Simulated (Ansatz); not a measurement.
Ansatz (an electronic-structure program) input:

Ansatz 0.2 input:
```yaml
crystal:
  periodic: [false, false, false]
  atoms:
    - {symbol: Mo, position_ang: [-0.00000000, -0.00000000, -0.04000182]}
    - {symbol: H, position_ang: [0.00000000, 0.00000000, 1.68007633]}
basis:
  gaussian:
    orbitals: def2-TZVPP
hamiltonian:
  xc: pbe
magnetization: {spin_polarized: true, initial_magnetization: 5}
correlation: {method: rpa, electrons: outside_noble_gas}
```

### Question
Predict the final energy.

### Answer
-68.33643 Eh (RPA@PBE/def2-TZVPP). The basis has 70 functions.

The spin state was set by rule; other spins were not relaxed.
